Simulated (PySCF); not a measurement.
**`C=C[C@@H]([SiH3])[Si@H]([SiH3])P`, C3H13PSi3**

Cartesian coordinates in Å; atom numbers follow the order of the lines, from 1:
```xyz
20

C    -1.177   -1.219    1.912
C    -0.951   -0.148    1.170
C    -0.937   -0.116   -0.313
Si   -2.270    1.098   -0.949
Si    0.848    0.306   -0.898
Si    2.273   -1.496   -0.495
P     1.378    2.221    0.163
H    -1.172   -1.182    2.989
H    -1.388   -2.178    1.467
H    -0.742    0.805    1.647
H    -1.176   -1.115   -0.691
H    -3.565    0.675   -0.408
H    -2.297    1.024   -2.411
H    -1.963    2.456   -0.505
H     0.772    0.696   -2.323
H     3.685   -1.138   -0.663
H     2.007   -2.611   -1.406
H     2.133   -2.010    0.870
H     2.617    2.335   -0.439
H     1.921    1.608    1.278
```

Method: PySCF 2.14.0, TDDFT CAM-B3LYP/def2-SVPD circular dichroism and optical rotation, one conformer, gas phase. Geometry: GFN2-xTB.

The molecule is flexible and this is one conformer; a measurement averages over conformers.

Task: What are the CIP labels of the stereocentres?

Result: C3 S, Si5 R.

Task: List the lowest 16 singlet excitations with oscillator and rotatory strengths.

Result: Rotatory strengths R in 10⁻⁴⁰ esu² cm², velocity form and length form (origin at the centre of mass); f in length form.
```csv
state,E (eV),λ (nm),f,R (velocity),R (length),main
1,6.06,204,0.191,-263.5,-262.0,HOMO→LUMO 0.92
2,6.34,195,0.011,+22.8,+23.1,HOMO→LUMO+1 0.68
3,6.42,193,0.023,+32.6,+33.3,"HOMO→LUMO+4 0.16, HOMO−1→LUMO 0.15"
4,6.51,190,0.135,+210.6,+209.4,"HOMO−1→LUMO 0.59, HOMO→LUMO+2 0.08"
5,6.66,186,0.046,+88.0,+84.2,HOMO−1→LUMO+1 0.61
6,6.70,185,0.099,-4.6,-5.5,"HOMO→LUMO+3 0.50, HOMO→LUMO+4 0.08"
7,6.92,179,0.026,-33.4,-32.1,"HOMO→LUMO+2 0.44, HOMO−1→LUMO+1 0.13"
8,6.95,178,0.121,+48.3,+49.4,"HOMO→LUMO+4 0.29, HOMO−1→LUMO+3 0.21"
9,7.12,174,0.099,+16.9,+16.2,"HOMO−1→LUMO+3 0.33, HOMO→LUMO+4 0.21"
10,7.26,171,0.168,-128.1,-125.4,"HOMO−1→LUMO+4 0.24, HOMO−1→LUMO+2 0.18"
11,7.29,170,0.025,-29.7,-28.0,HOMO→LUMO+6 0.46
12,7.42,167,0.012,+0.7,-1.7,"HOMO→LUMO+7 0.43, HOMO−2→LUMO 0.10"
13,7.52,165,0.170,+58.3,+56.9,"HOMO→LUMO+5 0.39, HOMO−1→LUMO+2 0.16"
14,7.59,163,0.029,-36.1,-34.8,"HOMO−2→LUMO 0.44, HOMO−3→LUMO 0.10"
15,7.69,161,0.038,+94.2,+92.6,"HOMO−3→LUMO 0.27, HOMO→LUMO+8 0.19"
16,7.75,160,0.017,-22.1,-20.8,"HOMO→LUMO+8 0.21, HOMO−3→LUMO 0.20"
```

For state 12 the two forms differ in sign, so the sign of R isn't settled.

Among the states computed, the strongest CD band (largest |R|) is state 1. The largest dissymmetry factor in size, g = 4R/(D+G), with D and G the electric and magnetic dipole strengths, is +0.028 for state 15 (velocity form, f = 0.039), among bands with |R| over 0.5. The mirror image has the same energies and oscillator strengths and all R with the opposite sign.
